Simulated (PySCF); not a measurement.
Bonds (- single, = double, # triple, : aromatic): C1-C2, C2-C3, C3#N4, C2-Si5, Si5-Si6, Si5-Si7. C1 carries H8, H9, H10; C2 carries H11; Si5 carries H12; Si6 carries H13, H14, H15; Si7 carries H16, H17, H18. Stereochemistry as in C[C@@H](C#N)[SiH]([SiH3])[SiH3].

[PySCF 2.14.0 with density-fitted response routines: NMR shieldings at PBE0/pcSseg-1/GIAO; GFN2-xTB structure; gas phase; equivalent nuclei averaged; one conformer; non-relativistic Hamiltonian]

Predict the 2D correlation tables (HSQC, COSY, HMBC).

Results:



HSQC (one-bond C–H):
```
              δH         δC
      1.94 (H11)   8.0 (C2)
1.46 (H8/H9/H10)  20.3 (C1)
```

COSY cross peaks (H two or three bonds apart, from the bond graph; peaks can be absent where the dihedral angle is near 90°):
```
        δH                  δH
4.09 (H12)  3.67 (H16/H17/H18)
4.09 (H12)  3.66 (H13/H14/H15)
4.09 (H12)          1.94 (H11)
1.94 (H11)    1.46 (H8/H9/H10)
```

HMBC (two and three bonds, from the bond graph):
```
                δH                               δC
        4.09 (H12)  127.3 (C3), 20.3 (C1), 8.0 (C2)
3.67 (H16/H17/H18)                         8.0 (C2)
3.66 (H13/H14/H15)                         8.0 (C2)
        1.94 (H11)            127.3 (C3), 20.3 (C1)
  1.46 (H8/H9/H10)             127.3 (C3), 8.0 (C2)
```

Chemical shifts δ = σref − σ; ¹H, ¹³C against TMS, all at this level.

Short H···H contacts in this conformer between protons four or more bonds apart (candidates for NOE cross peaks, intensity ∝ r⁻⁶): H10···H12 2.77 Å.

Shifts are as computed. Against solution values, carbons near 30 ppm lie about +3 ppm off and those near 130 ppm about +5 ppm. Of 1211 compounds with measured shifts, 218 miss one by over three times the rms of a fit or turn the order of signals round; such compounds aren't used in these exercises.
